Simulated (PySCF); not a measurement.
Species: C4H3FSe.
Z-matrix (Å and degrees, PBE0-D3(BJ)/def2-SVP geometry), rows numbered from 1:
```
F 
C   1  1.3288
C   2  1.4267  1  120.62
C   3  1.3640  2  113.28  1  -179.98
Se  4  1.8549  3  112.00  2    -0.01
C   2  1.3635  1  122.89  3  -179.98
H   3  1.0911  2  122.36  1     0.04
H   4  1.0892  3  127.18  2  -179.94
H   6  1.0881  2  126.78  1     0.01
```

Linear response at PBE0/def2-SVPD (PySCF, frozen core in the response, non-relativistic). Isolated species at its PBE0-D3(BJ)/def2-SVP geometry, gas phase. The PBE0/def2-SVPD calculation is non-relativistic and has no spin–orbit coupling, an omission that weighs most on selenium.

Static isotropic polarisability: 68.91 au (10.21 Å³), principal values 47.1, 73.8, 85.9 au.

Question: What is the polarisability at 1064 nm and at the sodium D line?

Answer: 69.71 au at 1064 nm (+1.2 %), 71.66 au at 589.3 nm (+4.0 %). The rise at 589.3 nm is 3.45 times that at 1064 nm; a pure ω² law gives 3.26. The lowest singlet lies at 240 nm, shorter than both wavelengths.

Question: What is the isotropic C6 coefficient between two such molecules, C6 = (3/π)∫α(iω)² dω?

Answer: 1787 au (Eh·bohr⁶) by a ten-point quadrature over imaginary frequencies, which is 1070 eV·Å⁶ or 103 J·nm⁶/mol.

Question: Which effective excitation energy ω̄ makes London's formula C6 = (3/4)α²ω̄ exact here?

Answer: ω̄ = 4·C6/(3α²) = 0.502 Eh = 13.7 eV. A one-pole form α(ω) = α/(1 − ω²/ω̄²) fitted to the 1064 nm value gives 10.9 eV. London's choice of the ionisation energy (8.94 eV, ΔSCF at the same level) gives C6 = 1170 au, 35 % too low.

Question: What does −C6/R⁶ come to at R = 10 Å between centres?

Answer: -100 J/mol. This is the leading, orientation-averaged term; C8 and higher terms are left out.

Question: How anisotropic is the static polarisability, by Δα² = ½[(α1 − α2)² + (α2 − α3)² + (α3 − α1)²]?

Answer: Δα = 34.4 au, or 0.50 of the isotropic value.

Question: What n − 1 at the D line would an ideal gas of it have at 273.15 K and 1 atm (2.6868 × 10¹⁹ cm⁻³), by n − 1 = 2π·N·α′?

Answer: 17.93 × 10⁻⁴, a formal value whether or not that pressure can be reached.

Question: How many electrons N does the Slater–Kirkwood formula C6 = (3/4)·√N·α^(3/2) need to give this C6?

Answer: N = (4·C6/3)²/α³ = 17.4; the species has 70 electrons in all.

Question: What three-body coefficient follows from the one-pole estimate C9 = (3/4)·α·C6?

Answer: 92400 au. This is an estimate from the two numbers above, not a computed integral.
